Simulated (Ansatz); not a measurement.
C2H3Sn (`C#[C][SnH2]`) radical, relaxed with UKS PBE0-D4/def2-TZVP in the Gaussian-basis code of Ansatz from a PBE-D4/def2-SVP geometry. The force threshold is 0.005 eV/Å; the program also tests the step.

Total charge 0; spin multiplicity 2. Sn: def2 effective core potential.

Start:

```xyz
6

C     0.018    1.860   -0.346
C    -0.094    0.646   -0.164
Sn   -0.471   -1.415    0.056
H     0.155    2.924   -0.494
H     0.787   -2.251   -0.813
H    -0.396   -1.764    1.761
```

```json
{"step": "1", "energy (eV)": "-7949.2176", "largest force (eV/Å)": "1.770", "largest move (Å)": "0.000"}
{"step": "2", "energy (eV)": "-7949.2610", "largest force (eV/Å)": "0.171", "largest move (Å)": "0.041"}
{"step": "3", "energy (eV)": "-7949.2641", "largest force (eV/Å)": "0.037", "largest move (Å)": "0.018"}
{"step": "4", "energy (eV)": "-7949.2643", "largest force (eV/Å)": "0.022", "largest move (Å)": "0.007"}
{"step": "5", "energy (eV)": "-7949.2643", "largest force (eV/Å)": "0.020", "largest move (Å)": "0.001"}
{"step": "6", "energy (eV)": "-7949.2644", "largest force (eV/Å)": "0.007", "largest move (Å)": "0.004"}
{"step": "7", "energy (eV)": "-7949.2644", "largest force (eV/Å)": "0.004", "largest move (Å)": "0.001"}
```

End:

```xyz
6

C     0.024    1.839   -0.341
C    -0.080    0.648   -0.161
Sn   -0.447   -1.389    0.060
H     0.137    2.888   -0.490
H     0.767   -2.236   -0.804
H    -0.400   -1.750    1.736
```

Hardware: 2 threads of a server CPU on a shared host. Wall time 26 s, peak host memory 0.28 GiB.
